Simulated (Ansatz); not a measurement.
Relaxation of CH$_{6}$AlBrGeS (11 atoms, charge 0, multiplicity 1), to a largest force component of 0.015 eV/Å in at most 40 steps.

All numbers below come from Ansatz, RHF/def2-SVP.

```xyz
11
Properties=species:S:1:pos:R:3:forces:R:3
C -1.499 -1.053 0.590 -1.75 2.77 -1.21
S -0.138 -0.929 1.720 0.81 0.17 0.57
Ge 0.787 0.813 0.686 2.03 -0.14 0.94
Al 1.549 0.242 -1.584 -0.74 -0.84 -0.47
Br -0.627 2.628 0.654 -0.42 0.54 0.07
H -1.195 -1.187 -0.457 0.01 -0.32 0.35
H -2.096 -0.059 0.614 0.89 -1.90 -0.01
H -2.174 -1.823 0.882 -0.40 -0.82 0.26
H 2.102 1.223 1.524 -1.10 -0.21 -0.31
H 2.203 1.316 -2.479 0.37 0.29 -0.27
H 1.153 -1.228 -2.128 0.29 0.43 0.10
```

**Question.** Where does it end, and by what steps?

**Answer.** The run converged. After 14 steps the energy has fallen by 0.445 eV; H11 moved furthest, 1.03 Å.

| step | energy less start (eV) | largest force component (eV/Å) | accepted |
| --- | --- | --- | --- |
| 0 | 0.0000 | 2.774 | yes |
| 1 | -0.3103 | 0.826 | yes |
| 2 | -0.3880 | 0.514 | yes |
| 3 | -0.4007 | 0.198 | yes |
| 4 | -0.4159 | 0.124 | yes |
| 5 | -0.4228 | 0.190 | yes |
| 6 | -0.4282 | 0.148 | yes |
| 7 | -0.4358 | 0.106 | yes |
| 8 | -0.4386 | 0.153 | yes |
| 9 | -0.4405 | 0.171 | yes |
| 10 | -0.4437 | 0.063 | yes |
| 11 | -0.4445 | 0.054 | yes |
| 12 | -0.4451 | 0.025 | yes |
| 13 | -0.4453 | 0.021 | yes |
| 14 | -0.4454 | 0.012 | yes |

```xyz
11
Properties=species:S:1:pos:R:3
C -1.550 -1.184 0.665
S -0.231 -0.724 1.842
Ge 0.930 0.796 0.709
Al 1.517 0.380 -1.693
Br -0.458 2.702 0.306
H -1.145 -1.638 -0.237
H -2.156 -0.318 0.408
H -2.175 -1.912 1.176
H 1.985 1.276 1.707
H 2.795 1.077 -2.296
H 0.554 -0.512 -2.567
```

The run took 53 s on 2 threads of Intel(R) Xeon(R) Platinum 8488C (Sapphire Rapids), with other jobs on the host, peak memory 0.45 GiB.
